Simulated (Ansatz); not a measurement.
Ansatz (an electronic-structure program) input file for 1,1-dichloro-3-fluoropropa-1,2-diene (C3HCl2F), SMILES FC=C=C(Cl)Cl, PBE/def2-SVPD. Geometry: PBE0-D3(BJ)/def2-SVP.

Ansatz 0.2 input:
```yaml
crystal:
  periodic: [false, false, false]
  atoms:
    - {symbol: F, position_ang: [-3.07927014, -0.48402362, 0.00000000]}
    - {symbol: C, position_ang: [-2.15877906, 0.47150547, 0.00000000]}
    - {symbol: C, position_ang: [-0.87151051, 0.23670170, 0.00000000]}
    - {symbol: C, position_ang: [0.42397209, 0.06891417, 0.00000000]}
    - {symbol: Cl, position_ang: [1.35126748, -0.05250290, -1.45164465]}
    - {symbol: Cl, position_ang: [1.35126749, -0.05250290, 1.45164464]}
    - {symbol: H, position_ang: [-2.59175857, 1.47858317, 0.00000001]}
basis:
  gaussian:
    orbitals: def2-SVPD
hamiltonian:
  xc: {name: PBE}
```

Log of the run:

```
WARN ansatz: RAYON_NUM_THREADS=1 ignored (pool sized by the plan → 1); use --threads N
Functional definition: PBE
integrals: 0.09 GiB planned
1308 factors; their error is unknown
mean field: 0.52 GiB planned
mean field evaluation 1: about -30852.4585 eV, gradient 5.1e1 eV
mean field evaluation 2: about -30835.9837 eV, gradient 8.6e1 eV
mean field evaluation 4: about -30858.8428 eV, gradient 1.2e1 eV
mean field evaluation 8: about -30859.1322 eV, gradient 6.7e-2 eV
mean field evaluation 16: about -30859.0667 eV, gradient 5.4e-5 eV
mean field -30859.06669841 eV, -1134.0497841399 hartree, gradient 5.4e-5 eV, S^2 0.000000; 0 other end points of the search recorded, 0 dependent functions left out
reference -30859.06674986 eV, -1134.0497860306 hartree; 31, 31 occupied and 114, 114 virtual orbitals, 1308 factors
Total energy: -30859.06674986 eV, -1134.0497860306 hartree
```

The calculation finished and met its thresholds.
